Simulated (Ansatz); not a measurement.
# Match the barriers

Saddle point of SiH2Cl3F, closed shell (SiHCl₂F ([F][SiH]([Cl])[Cl]) + HCl → SiHCl₃ ([Cl][SiH]([Cl])[Cl]) + HF; bonds formed: Si1–Cl7, F2–H6; bonds broken: Si1–F2, H6–Cl7), PBE0-D4/def2-TZVP structure:

Si1  (-0.516, 0.029, 0.026)
F2  (0.758, -1.079, 0.774)
Cl3  (-1.431, 0.635, -1.717)
Cl4  (-0.505, 1.544, 1.372)
H5  (-1.478, -1.009, 0.422)
H6  (1.559, -0.582, 0.122)
Cl7  (1.614, 0.461, -1.000)
(Å)

Program: Ansatz 0.2.0. Basis: def2-TZVPP, with def2-QZVPP for the basis limit. Cores are frozen in the correlated methods. Extrapolation: Hartree–Fock as exp(−7.88 √X), correlation as X^−2.97. Four methods, as single points on the PBE0-D4 structures, gave these electronic barriers from the start structure: 25.39, 38.74, 42.74, 63.50 kcal/mol.

Q: The methods were, in alphabetical order, HF, MP2, PBE0-D4, SPW92. Which gave which? (Judge from chemistry; the calculation decides.)

A: Computed: SPW92 25.39; PBE0-D4 38.74; MP2 42.74; HF 63.50 kcal/mol. For comparison, CCSD(T) at an estimated basis limit (MP2 extrapolated from triple and quadruple zeta, plus CCSD(T) − MP2 in triple zeta) gives 44.03 kcal/mol.

The T1 diagnostic stays at or below 0.011.

Labels in which every atom is bracketed show which atoms are joined, not bond orders.

For scale, one of the runs: CCSD(T)/def2-TZVPP, 227 basis functions, launched by `ansatz run in.yaml --threads 4 --pin off --events-out ev --progress --plain --max-ram 9574MiB`. Hardware: 4 CPU threads of an AMD EPYC, shared host. Wall time 3.6 min; peak host memory 3.4 GiB.
